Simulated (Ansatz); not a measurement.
**Which is lower?**

The two ends of one reaction step of BAsH6S, singlet (PBE0-D4/def2-TZVP).

A:

B1  (-0.638, 0.134, -0.885)
S2  (0.655, 1.395, -1.404)
H3  (-0.650, -0.915, -1.469)
H4  (-1.707, 0.650, -0.699)
H5  (0.113, 0.812, 1.998)
As6  (-0.026, -0.370, 1.079)
H7  (1.606, 0.543, -1.819)
H8  (-0.726, -1.334, 2.018)
H9  (1.373, -0.915, 1.181)
(Å)

B:

```
9
angstrom
B -0.7142 -0.3391 -0.6246
S 0.4514 1.2098 -0.9595
H -0.4569 -1.0345 -1.5750
H -1.8046 0.1706 -0.6894
H 0.3682 1.8823 0.2047
As -0.3617 -1.2707 1.1787
H 1.6670 0.7191 -0.6503
H -0.3116 -0.0098 2.0418
H 1.1625 -1.3276 1.0735
```

Program: Ansatz 0.2.0. Basis: def2-TZVPP. Cores are frozen in the correlated methods. Filled d shells of the heavier atoms are correlated. The def2 sets are not built for correlating such inner shells, so the correlated values are less sure here. B3LYP uses VWN-RPA correlation.

Which structure is lower at CCSD(T), and by how much? (To be estimated.)

Computed: A, by 39.0 kJ/mol (electronic energy, against the other). By their contacts, A is BAsH₆S ([SH][BH2][AsH3]) and B is BAsH₆S ([SH2][BH2][AsH2]).

All methods give the same order:

```tsv
method	E(B) − E(A) (kJ/mol)
SPW92	29.7
PBE-D4	33.4
BLYP-D4	33.8
r2SCAN-D4	36.1
B97M-V	45.1
PBE0-D4	36.5
B3LYP-D4	36.1
r2SCAN0-D4	37.6
BHLYP-D4	40.2
CAM-B3LYP-D4	37.0
wB97X-V	39.1
wB97M-V	34.6
B2PLYP	38.4
PBE-QIDH	40.4
RPA on PBE	37.6
HF	48.7
MP2	41.8
CCSD	39.9
CCSD(T)	39.0
```

The T1 diagnostic stays at or below 0.012.

Labels in which every atom is bracketed show which atoms are joined, not bond orders.

For scale, one of the runs: CCSD(T)/def2-TZVPP, 205 basis functions, launched by `ansatz run in.yaml --threads 4 --pin off --events-out ev --progress --plain --max-ram 9574MiB`. The run took 63 s on 4 CPU threads of an Arm Neoverse V1 (shared host), with 2.5 GiB of host memory at its peak.
